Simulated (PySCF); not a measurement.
PySCF input for germyloxygermane (Ge2H6O), SMILES [GeH3][O][GeH3], HF/pcSseg-1. Geometry: PBE0-D3(BJ)/def2-SVP.

```python
import numpy as np
from pyscf import gto, scf, dft
from pyscf.prop.nmr import rhf as nmr

mol = gto.M(
    atom='''
    Ge    1.60820083    0.00000000    0.06235569
    O    -0.00000000   -0.00000000   -0.69235303
    Ge   -1.60820083   -0.00000000    0.06235569
    H     2.61513263   -0.00000000   -1.09638057
    H     1.76326531    1.26329978    0.93520527
    H     1.76326530   -1.26329979    0.93520526
    H    -1.76326530   -1.26329978    0.93520526
    H    -2.61513263    0.00000001   -1.09638057
    H    -1.76326530    1.26329978    0.93520527
    ''',
    basis='pcSseg-1',
    charge=0,
    spin=0,
    max_memory=1600,
    verbose=3,
)
mf = scf.RHF(mol)
mf.conv_tol = 1e-10
mf.max_cycle = 100
mf.kernel()
n = nmr.NMR(mf)
n.verbose = 2
n.max_cycle_cphf = 60
sigma = n.kernel()
print('atom   isotropic/ppm   span/ppm')
for i, s in enumerate(sigma):
    w = np.linalg.eigvalsh((s + s.T) / 2)
    print(f'{mol.atom_symbol(i):2s}{i + 1:3d} {w.mean():14.3f} {w[2] - w[0]:11.3f}')
```

Output:

```
converged SCF energy = -4228.61135798175
atom   isotropic/ppm   span/ppm
Ge  1       1586.793     270.893
O   2        392.287     119.153
Ge  3       1586.793     270.893
H   4         27.049      17.575
H   5         27.133      16.716
H   6         27.133      16.716
H   7         27.133      16.716
H   8         27.049      17.575
H   9         27.133      16.716
```

Self-consistency was reached.

Cost: very roughly 40 core-seconds.
